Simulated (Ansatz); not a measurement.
`FC[SiH2][NH][AlH2]` and `NC[SiH2][NH][AlH2]` differ in one atom or group.

Ansatz, PBE0-D4/def2-TZVP geometries, multiplicity 1. Each molecule was computed in one conformer, which needn't be the lowest.

| property | `FC[SiH2][NH][AlH2]` |
| --- | --- |
| HOMO–LUMO gap (ωB97M-V/def2-TZVPP) / eV | 10.72 |
| LUMO energy (ωB97M-V/def2-TZVPP) / eV | 1.36 |
| LUMO energy (PBE0/def2-TZVPP) / eV | -0.45 |
| HOMO energy (PBE0/def2-TZVPP) / eV | -7.09 |
| LUMO energy (PBE/def2-TZVPP) / eV | -1.47 |
| size of the dipole moment (PBE/def2-TZVPP) / D | 2.59 |

(1) Give the same properties after the change, and the shifts. (An estimate is asked.)

## Answers

(1) Ansatz gave: 
| property | `NC[SiH2][NH][AlH2]` | shift |
| --- | --- | --- |
| HOMO–LUMO gap (ωB97M-V/def2-TZVPP) / eV | 9.85 | -0.87 |
| LUMO energy (ωB97M-V/def2-TZVPP) / eV | 0.67 | -0.69 |
| LUMO energy (PBE0/def2-TZVPP) / eV | -0.91 | -0.46 |
| HOMO energy (PBE0/def2-TZVPP) / eV | -6.80 | 0.29 |
| LUMO energy (PBE/def2-TZVPP) / eV | -1.66 | -0.19 |
| size of the dipole moment (PBE/def2-TZVPP) / D | 1.55 | -1.04 |

With PBE0 the HOMO rises by 0.29 eV and the LUMO falls by 0.46 eV, so the gap narrows by about 0.75 eV. PBE moves the HOMO by 0.44 eV and ωB97M-V by 0.17 eV. Dipoles are sizes alone; their direction can turn.
